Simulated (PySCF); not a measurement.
Compound: C4H7F2Si (doublet state).
Cartesian coordinates in Å at the GFN2-xTB level; atoms count from 1:
```xyz
14
C4H7F2Si angstrom
C      0.972   -1.591    0.282
C      0.572   -0.434   -0.280
Si     1.728    0.881   -0.842
C     -0.905   -0.175   -0.462
C     -1.449    0.580    0.740
F     -0.916    1.827    0.817
F     -2.791    0.757    0.641
H      2.012   -1.806    0.449
H      0.270   -2.352    0.583
H      3.125    0.776   -0.474
H      1.192    2.150   -1.283
H     -1.102    0.424   -1.353
H     -1.462   -1.111   -0.537
H     -1.246    0.075    1.697
```

The hyperfine couplings belong to this conformer and change with its torsions.

The species is `C=C([SiH2])CC(F)F` [radical].

Method: UKS B3LYP, pcH-1 on C F H Si, non-relativistic, mean-field spin-orbit, GIAO in PySCF. The structure is a single GFN2-xTB conformer in the gas phase; no vibrational or solvent corrections. The geometry wasn't refined by DFT: couplings that depend on bond lengths, twists or pyramidal angles can differ widely from those at the functional's own minimum, by a factor of two or more for some ions and for spin on atoms past the first row. No stability test was run, so a lower SCF solution isn't excluded.

The Mulliken spin populations are largest on Si3 (+0.95), C1 (+0.32) and C2 (-0.17). The angles at Si3 add up to 357.6°, so it is nearly planar; its axial dipolar tensor and the negative couplings of its protons fit spin in a p orbital normal to that plane.

(1) McConnell's relation a(H) = Q·ρ ties the coupling of a proton on a planar π carbon to the spin population of that carbon. What Q do the computed values give?

## Answers

(1) 
```json
{"H": "H8", "C": "C1", "ρ(C)": "+0.322", "a(H) (G)": "-6.85", "a/ρ (G)": "-21.3"}
{"H": "H9", "C": "C1", "ρ(C)": "+0.322", "a(H) (G)": "-7.62", "a/ρ (G)": "-23.7"}
```

These protons share one ρ (within 0.01), so their mean ratio, Q = -22.5 G, is no test of linearity. In McConnell's picture π spin on carbon polarises the C–H bond and leaves opposite spin at the proton, which makes Q negative, as found here.

Couplings in gauss use g_iso = 2.0034.
